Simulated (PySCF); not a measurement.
**Electronic absorption of C3H10OSSi**

C3H10OSSi.
Z-matrix (Å and degrees, GFN2-xTB geometry), rows numbered from 1:
```
C 
C   1  1.5190
O   2  1.4006  1  112.50
Si  3  1.6145  2  129.34  1    58.53
S   4  2.1317  3  103.87  2   176.12
C   5  1.8230  4  101.14  3   -47.71
H   1  1.0864  2  109.91  3   174.98
H   1  1.0869  2  109.86  3    54.90
H   1  1.0873  2  110.10  3   -64.76
H   2  1.0951  1  110.25  3  -118.45
H   2  1.0965  1  109.87  3   121.81
H   4  1.4635  3  110.54  2    57.86
H   4  1.4537  3  114.92  2   -69.61
H   6  1.0847  5  106.86  4   173.16
H   6  1.0847  5  109.24  4    53.82
H   6  1.0854  5  109.48  4   -67.68
```

Theory: TDDFT PBE0/def2-SVPD, vertical, gas phase, core orbitals frozen in the response (PySCF).

```json
{"state": "S1", "E (eV)": "5.59", "ν̃ (cm⁻¹)": "45090", "f": "0.0034", "|μ| (D)": "0.40", "main configurations (H = HOMO, L = LUMO)": "H→L (71%), H→L+1 (23%)"}
{"state": "S2", "E (eV)": "5.98", "ν̃ (cm⁻¹)": "48200", "f": "0.021", "|μ| (D)": "0.97", "main configurations (H = HOMO, L = LUMO)": "H→L+1 (69%), H→L (19%), H→L+2 (9%)"}
{"state": "S3", "E (eV)": "6.43", "ν̃ (cm⁻¹)": "51860", "f": "0.014", "|μ| (D)": "0.75", "main configurations (H = HOMO, L = LUMO)": "H→L+2 (80%)"}
{"state": "S4", "E (eV)": "6.81", "ν̃ (cm⁻¹)": "54910", "f": "0.013", "|μ| (D)": "0.72", "main configurations (H = HOMO, L = LUMO)": "H→L+3 (87%)"}
{"state": "S5", "E (eV)": "7.14", "ν̃ (cm⁻¹)": "57620", "f": "0.0080", "|μ| (D)": "0.54", "main configurations (H = HOMO, L = LUMO)": "H→L+5 (42%), H→L+4 (32%), H→L+6 (10%)"}
{"state": "S6", "E (eV)": "7.15", "ν̃ (cm⁻¹)": "57700", "f": "0.028", "|μ| (D)": "1.01", "main configurations (H = HOMO, L = LUMO)": "H→L+4 (36%), H-1→L (29%), H→L+5 (13%)"}
```

Triplets, Tamm–Dancoff:

```
state  E (eV)  λ (nm)  main configurations (H = HOMO, L = LUMO)
   T1    5.15   240.7                    H→L (70%), H→L+1 (15%)
   T2    5.64   220.0                    H→L+1 (72%), H→L (13%)
```

The lowest singlet lies at 5.59 eV (222 nm, ultraviolet) and is very weak; its leading configuration is HOMO→LUMO (71%). The most intense listed level is S6 at 7.15 eV (173 nm, f = 0.028), 1.56 eV above S1. It is the last of those listed, so stronger ones may follow. Löwdin shares by element: HOMO sulfur 72%, carbon 11% or more, silicon 9%; LUMO sulfur 22%, silicon 21%, carbon 8% or more, hydrogen 8% or more (atoms not listed hold the other 41%). Weighted by f, the mean energy of these states is 6.64 eV. The listed states span 1.56 eV, and the widest gap between neighbours is 0.45 eV (S2 to S3). The oscillator strengths of these states sum to 0.087; summed over the whole spectrum of an exact calculation they would give the number of electrons, 66 (Thomas–Reiche–Kuhn). Singlets were solved by full linear response, triplets in the Tamm–Dancoff approximation.

Hardware: one thread, Arm Neoverse V2 (aarch64), shared host with 32 logical CPUs at a one-minute load of 10. Cost: 29 s (grids of density and orbitals included), 0.88 GiB resident at most.

One conformer stands for the species.

Without π bonds the low states may be Rydberg-like; a valence basis with one diffuse set may place them up to an eV too high.
